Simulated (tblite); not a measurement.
C3H15N2PSi2.
Bonds: C1–C2, C2–C3, C2–N4, N4–Si5, Si5–N6, N6–Si7, Si7–P8. Hydrogens: H9, H10, H11 on C1; H12 on C2; H13, H14, H15 on C3; H16 on N4; H17, H18 on Si5; H19 on N6; H20, H21 on Si7; H22, H23 on P8.

Computed with GFN2-xTB (tblite), gas phase: L-BFGS steps from a force-field or distance-geometry start until the largest atomic force falls under 0.01 eV/Å.

Step 34: E = -706.3919 eV
```
atom  x, y, z in Å  |  force x, y, z in eV/Å
C1     -2.9449    1.6113    0.0584   -0.032   0.048  -0.018
C2     -1.9312    0.5327    0.4404   -0.064   0.026   0.033
C3     -2.6631   -0.7882    0.7232    0.038  -0.096  -0.089
N4     -0.9400    0.4258   -0.6205   -0.092  -0.025  -0.026
Si5     0.3232   -0.7334   -0.7970    0.024   0.055   0.056
N6      1.7179   -0.2077    0.0985    0.017   0.103   0.071
Si7     3.2637   -0.9606    0.2494   -0.168  -0.229   0.129
P8      4.9239    0.3778   -0.4446    0.065   0.080  -0.111
H9     -3.5194    1.2949   -0.8107    0.019  -0.030  -0.023
H10    -3.6429    1.7996    0.8707    0.047  -0.032   0.049
H11    -2.4445    2.5451   -0.1826    0.066   0.015  -0.005
H12    -1.4118    0.8437    1.3529    0.075   0.011   0.020
H13    -2.7918   -1.3317   -0.2070   -0.106  -0.006  -0.131
H14    -3.6464   -0.6216    1.1638    0.171   0.056   0.025
H15    -2.0790   -1.4215    1.3831    0.022   0.022   0.065
H16    -1.3836    0.6326   -1.5025   -0.028   0.027  -0.050
H17     0.6192   -0.7546   -2.2347   -0.022   0.005   0.058
H18    -0.0172   -2.0600   -0.2923    0.053  -0.144   0.022
H19     1.6393    0.7185    0.4907   -0.007  -0.009  -0.031
H20     3.2149   -2.1569   -0.5921    0.072   0.065  -0.036
H21     3.5076   -1.3853    1.6434   -0.086   0.068  -0.026
H22     4.4328    1.5291    0.1407   -0.028   0.035   0.032
H23     5.7685    0.1376    0.6246   -0.038  -0.047  -0.015
```

Step 35: E = -706.4005 eV
```
atom  x, y, z in Å  |  force x, y, z in eV/Å
C1     -2.9379    1.6134    0.0632   -0.009   0.011  -0.028
C2     -1.9276    0.5308    0.4385   -0.001  -0.001   0.000
C3     -2.6620   -0.7902    0.7224    0.052   0.000  -0.101
N4     -0.9373    0.4222   -0.6251   -0.113  -0.062  -0.023
Si5     0.3135   -0.7517   -0.8069   -0.002   0.053   0.083
N6      1.7073   -0.2224    0.0883    0.009   0.103   0.065
Si7     3.2578   -0.9576    0.2566   -0.106  -0.268   0.126
P8      4.9118    0.3868   -0.4384    0.080   0.081  -0.152
H9     -3.5083    1.3044   -0.8087   -0.042  -0.060  -0.072
H10    -3.6359    1.7910    0.8766    0.029   0.008   0.056
H11    -2.4373    2.5466   -0.1756    0.079   0.049   0.030
H12    -1.4027    0.8426    1.3478    0.064  -0.022   0.033
H13    -2.8254   -1.3187   -0.2131   -0.070   0.010  -0.050
H14    -3.6295   -0.6126    1.1924    0.163   0.018   0.023
H15    -2.0631   -1.4302    1.3632   -0.009   0.004   0.018
H16    -1.3773    0.6422   -1.5063   -0.029   0.017  -0.030
H17     0.6096   -0.7556   -2.2449   -0.029  -0.033   0.065
H18    -0.0294   -2.0791   -0.2928    0.074  -0.056  -0.033
H19     1.6281    0.7124    0.4581   -0.014   0.020  -0.014
H20     3.2425   -2.1610   -0.5771    0.050   0.066  -0.026
H21     3.4954   -1.3629    1.6565   -0.087   0.056  -0.015
H22     4.4308    1.5291    0.1650   -0.064   0.092   0.039
H23     5.7719    0.1474    0.6162   -0.026  -0.088   0.007
```

Step 36: E = -706.4080 eV
```
atom  x, y, z in Å  |  force x, y, z in eV/Å
C1     -2.9330    1.6153    0.0663    0.017  -0.022  -0.032
C2     -1.9248    0.5295    0.4367    0.053  -0.021  -0.035
C3     -2.6597   -0.7923    0.7193    0.057   0.086  -0.075
N4     -0.9370    0.4181   -0.6295   -0.105  -0.080  -0.023
Si5     0.3060   -0.7649   -0.8114   -0.025   0.036   0.086
N6      1.6991   -0.2314    0.0823   -0.003   0.056   0.048
Si7     3.2500   -0.9598    0.2623    0.003  -0.181   0.072
P8      4.9029    0.3942   -0.4354    0.034   0.045  -0.134
H9     -3.5003    1.3108   -0.8081   -0.078  -0.067  -0.084
H10    -3.6292    1.7838    0.8828    0.016   0.045   0.039
H11    -2.4304    2.5478   -0.1706    0.071   0.058   0.058
H12    -1.3948    0.8420    1.3439    0.041  -0.054   0.025
H13    -2.8520   -1.3088   -0.2193   -0.025   0.022   0.022
H14    -3.6124   -0.6050    1.2132    0.115  -0.012   0.028
H15    -2.0513   -1.4355    1.3484   -0.026  -0.021  -0.038
H16    -1.3725    0.6495   -1.5103   -0.031   0.004  -0.010
H17     0.6001   -0.7529   -2.2504   -0.031  -0.067   0.073
H18    -0.0315   -2.0958   -0.2892    0.085   0.033  -0.084
H19     1.6191    0.7082    0.4360   -0.010   0.069   0.009
H20     3.2662   -2.1630   -0.5695    0.021   0.042  -0.022
H21     3.4824   -1.3421    1.6660   -0.080   0.023   0.028
H22     4.4256    1.5295    0.1823   -0.070   0.105   0.041
H23     5.7726    0.1498    0.6101   -0.029  -0.098   0.007
```

Problem. Estimate the geometry and energy of step 37. (The exact step hangs on the optimiser's Hessian estimate; all steps are aligned on step 36, rigid shifts and turns removed.)

Solution. E = -706.4135 eV, largest force 0.156 eV/Å
```
atom  x, y, z in Å  |  force x, y, z in eV/Å
C1     -2.9299    1.6164    0.0677    0.029  -0.029  -0.032
C2     -1.9224    0.5289    0.4351    0.064  -0.019  -0.050
C3     -2.6571   -0.7925    0.7158    0.043   0.097  -0.024
N4     -0.9387    0.4138   -0.6330   -0.068  -0.073  -0.033
Si5     0.3011   -0.7724   -0.8127   -0.025   0.021   0.068
N6      1.6944   -0.2360    0.0784    0.004   0.006   0.041
Si7     3.2447   -0.9650    0.2662    0.070  -0.033   0.005
P8      4.8978    0.4009   -0.4343   -0.031   0.006  -0.074
H9     -3.4960    1.3138   -0.8093   -0.073  -0.050  -0.049
H10    -3.6242    1.7797    0.8876    0.018   0.060   0.002
H11    -2.4244    2.5491   -0.1662    0.043   0.039   0.068
H12    -1.3892    0.8407    1.3420    0.023  -0.071   0.002
H13    -2.8700   -1.3016   -0.2236    0.012   0.034   0.070
H14    -3.5983   -0.5999    1.2273    0.065  -0.025   0.031
H15    -2.0439   -1.4390    1.3381   -0.031  -0.032  -0.088
H16    -1.3702    0.6547   -1.5134   -0.033  -0.008   0.001
H17     0.5913   -0.7520   -2.2527   -0.027  -0.086   0.076
H18    -0.0287   -2.1068   -0.2873    0.083   0.079  -0.106
H19     1.6130    0.7062    0.4231    0.006   0.092   0.020
H20     3.2832   -2.1654   -0.5661   -0.002   0.014  -0.020
H21     3.4724   -1.3252    1.6729   -0.072  -0.012   0.070
H22     4.4183    1.5320    0.1935   -0.048   0.071   0.034
H23     5.7722    0.1467    0.6070   -0.050  -0.079  -0.012
```

The energy changes by -0.0055 eV. The first-order estimate −F·Δx gives -0.0077 eV and the mean of the old and new forces, exact on a quadratic surface, -0.0055 eV. The step makes an angle of 73° with the force vector and moves no atom by more than 0.021 Å.

What follows is the cost of the whole relaxation. Hardware: Arm Neoverse N1, one thread, no GPU, on a shared host. Cost: 4.7 s wall.
